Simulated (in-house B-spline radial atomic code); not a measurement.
A fraction x of an electron is moved 4d → 5s in Sb⁴⁺, starting from [Kr] 4d10 5s1 and keeping the highest spin. Level of theory: non-relativistic BLYP, spin-polarised, spherical fractional occupations, point nucleus; calculated with a radial B-spline atomic code at the basis-set limit.

```csv
x,E(x) - E(0) (eV),4d down level (eV),5s down level (eV)
0,0.0000,-76.726,-
0.125,3.6537,-77.448,-48.004
0.25,?,?,?
0.375,11.1173,-78.896,-48.641
0.5,14.9236,-79.621,-48.976
0.625,18.7782,-80.345,-49.314
0.75,22.6810,-81.068,-49.654
0.875,?,?,?
1,30.6308,-82.513,-50.328
```

**Question.** What belongs in the row x = 0.25?

**Answer.** An energy change of 7.3602 eV; 4d down at -78.172 eV, 5s down at -48.315 eV.

**Question.** What belongs in the row x = 0.875?

**Answer.** An energy change of 26.6319 eV; 4d down at -81.791 eV, 5s down at -49.992 eV.

**Question.** Check Janak's theorem between x = 0.375 and 0.5.

**Answer.** The slope of the energy is 30.45 eV; the orbital levels give 30.45 eV (ε of the receiving orbital less ε of the emptying one, averaged over the two points).
